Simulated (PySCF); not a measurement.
Be(Me)(GeH3) (CH6BeGe), SMILES [CH3][Be][GeH3]. Heavy atoms are numbered as in [Be:1]([CH3:2])[GeH3:6]. Hydrogens are named by the atom that carries them.

The structure is a stationary point at PBE0-D3(BJ)/def2-TZVP.

Computed with HF/pcSseg-1 (PySCF).

GIAO shieldings, no solvent; atoms alike by connectivity are averaged. δ = σ(ref) − σ: ¹³C against TMS (σ = 192.6 ppm); ¹H against TMS (σ = 31.99 ppm); ⁷³Ge against GeH4 (σ = 1776.1 ppm), references at their B3LYP-D3(BJ)/def2-TZVP geometries, non-relativistic.

Q: Estimate the chemical shifts. (An estimate is asked for; the answer gives what the named calculation found.)

A: 
| nucleus | atoms | count | δ (ppm) |
|---|---|---|---|
| ¹³C | C2 (CH3) | 1 | -1.2 |
| ¹H | H on Ge6 | 3 | 2.96 |
| ¹H | H on C2 | 3 | -0.30 |
| ⁷³Ge | Ge6 (GeH3) | 1 | -105.5 |
